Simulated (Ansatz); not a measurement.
Potential energy curve for CH (cation, charge +1), singlet.

Computed with: RHF/aug-cc-pVDZ (Ansatz, a first-principles code); RMP2 = Ansatz with MP2 on RHF/aug-cc-pVDZ, frozen core; UHF/aug-cc-pVDZ (Ansatz); UMP2 = MP2 on UHF/aug-cc-pVDZ, frozen core in Ansatz; RKS-PBE0 = restricted PBE0/aug-cc-pVDZ (Ansatz); UKS-PBE0 = unrestricted PBE0/aug-cc-pVDZ in Ansatz; RKS-PBE = restricted PBE/aug-cc-pVDZ (Ansatz); UKS-PBE = unrestricted PBE/aug-cc-pVDZ run with Ansatz; FCI = full CI/aug-cc-pVDZ, frozen core (Ansatz).

All curves are set to zero at 1.14 Å and compared with full CI in the same basis at 1.14, 1.18, 1.20, 1.27, 1.34, 1.42, 1.54, 1.70, 1.87, 2.06, 2.28, 2.51, 2.82, 3.05, 3.48, 3.93, 4.59 Å.

Question: Order the methods by the spread of their error (largest minus smallest) over these points.

Answer: UKS-PBE0 has the smallest spread and RHF the largest. In order (kJ/mol): UKS-PBE0 40.69, RKS-PBE 78.22, UKS-PBE 79.66, UMP2 86.79, UHF 115.02, RMP2 147.23, RKS-PBE0 148.89, RHF 324.18.

Errors against full CI at some of the points (kJ/mol):

| method | 1.42 Å | 1.70 Å | 2.28 Å | 2.82 Å | 4.59 Å |
|---|---|---|---|---|---|
| UKS-PBE0 | -0.3 | 3.4 | -5.5 | -27.9 | -32.3 |
| RKS-PBE | -12.5 | -17.3 | 0.7 | 28.8 | 60.9 |
| UKS-PBE | -11.5 | -19.6 | -30.1 | -58.5 | -79.7 |
| UMP2 | 11.1 | 42.6 | 16.6 | -17.5 | -28.4 |
| UHF | 23.8 | 48.3 | -16.2 | -53.2 | -66.8 |
| RMP2 | 9.4 | 24.3 | 68.4 | 111.0 | 133.6 |
| RKS-PBE0 | -1.4 | 5.4 | 44.2 | 87.5 | 147.3 |
| RHF | 22.2 | 52.3 | 131.5 | 204.4 | 324.2 |

The restricted form behind RHF, RMP2, RKS-PBE0, RKS-PBE keeps the bonding electrons paired and can't separate into open-shell fragments. The T1 diagnostic of CCSD on the restricted reference of RMP2 exceeds 0.045 at 2.06 to 4.59 Å. The unrestricted determinant behind UHF, UMP2 is spin-contaminated at 0.85 to 4.59 Å (<S²> up to 1.1, against 0.00 for a pure singlet). The unrestricted determinant behind UKS-PBE0, UKS-PBE is spin-contaminated at 0.85 to 4.59 Å (<S²> up to 1.0, against 0.00 for a pure singlet).
